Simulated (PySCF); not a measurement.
Work out the structure from these simulated measurements.

Formula: C2H10ClPSi2.

| Item | Value |
| --- | --- |
| Triplet | lowest triplet excitation (Tamm–Dancoff): 5.09 eV [TDA PBE0/def2-SVPD] |
| UV, strongest line | among the 6 lowest singlet transitions: S2 at 6.14 eV (202 nm, f = 0.127) [TDDFT PBE0/def2-SVPD] |
| Polarisability | 124.4 au [PBE0/def2-SVPD] |
| NMR, other nuclei | isotropic shieldings of nuclei other than C and H, by class: 402 (1 Si), 413 (1 Si), 615 (1 P), 909 (1 Cl) ppm [GIAO PBE0/pcSseg-1] |
| 1H NMR | chemical shifts (computed TMS as zero) by class: 4.44 (1 H), 4.04 (1 H), 4.03 (1 H), 3.29 (1 H), 3.07 (1 H), 0.88 (2 H), 0.60 (3 H) ppm [GIAO PBE0/pcSseg-1] |
| Dipole | 1.26 D [PBE0/def2-SVPD] |
| Rotational structure | rotational constants A, B, C: 2.712, 0.683, 0.580 GHz [GFN2-xTB] |
| UV, first state | lowest singlet excitation: 5.81 eV (213 nm, f = 0.045) [TDDFT PBE0/def2-SVPD] |
| 13C NMR | chemical shifts (computed TMS as zero) by class: 31.9 (1 C), -1.1 (1 C) ppm [GIAO PBE0/pcSseg-1] |

Gas-phase values; electronic properties from PySCF, density fitting. Levels stand in brackets. The structure is a single GFN2-xTB conformer in the gas phase; no vibrational or solvent corrections. Each NMR value is the plain mean over a class of atoms that symmetry, rotation or inversion makes alike.

Question: What is the compound? Reason from the data.

Answer: Numbering: `[CH3:1][Si@@H:2]([PH2:3])[SiH2:4][CH2:5][Cl:6]`. 2 carbons fall into 2 classes; from least to most shielded: sp3 C–Cl carbon [C5] (31.9 ppm), Si-methyl carbon [C1] (-1.1 ppm). Hydrogen classes from least to most shielded: 1 H on an SiH silicon, Si2 (4.44 ppm), 1 H on an SiH2 silicon, Si4 (4.04 ppm), 1 H on an SiH2 silicon, Si4 (4.03 ppm), 1 H on an sp3 C–Cl carbon, C5 (3.29 ppm), 1 H on an sp3 C–Cl carbon, C5 (3.07 ppm), 2 H on a three-coordinate phosphorus, P3 (0.88 ppm), 3 H on an Si-methyl carbon, C1 (0.60 ppm, a mean of values up to 0.7 ppm apart in this geometry). The other shieldings belong to: 402 ppm, SiH silicon [Si2]; 413 ppm, SiH2 silicon [Si4]; 615 ppm, three-coordinate phosphorus [P3]; 909 ppm, alkyl chlorine [Cl6]. S1 is mainly HOMO→LUMO (weight 0.89); the largest Löwdin shares of the orbital it empties are 0.53 on the three-coordinate phosphorus, 0.15 on the SiH silicon, 0.10 on the SiH2 silicon and 0.06 on a P–H hydrogen, of the orbital it fills 0.24 on the SiH2 silicon, 0.18 on the SiH silicon, 0.10 on the alkyl chlorine and 0.10 on the three-coordinate phosphorus. The optimised geometry has point group C1 and is an asymmetric top. Structure: `C[Si@@H](P)[SiH2]CCl`. The assignments are read from this structure; whether some other isomer fits the data as well wasn't checked. The mirror image fits equally.

Conformer computed: `[CH3:1][Si@@H:2]([PH2:3])[SiH2:4][CH2:5][Cl:6]`: C1–Si2–Si4–C5 79°, Si2–Si4–C5–Cl6 -57°, H–P3–Si2–C1 170°, H–P3–Si2–C1 77°.
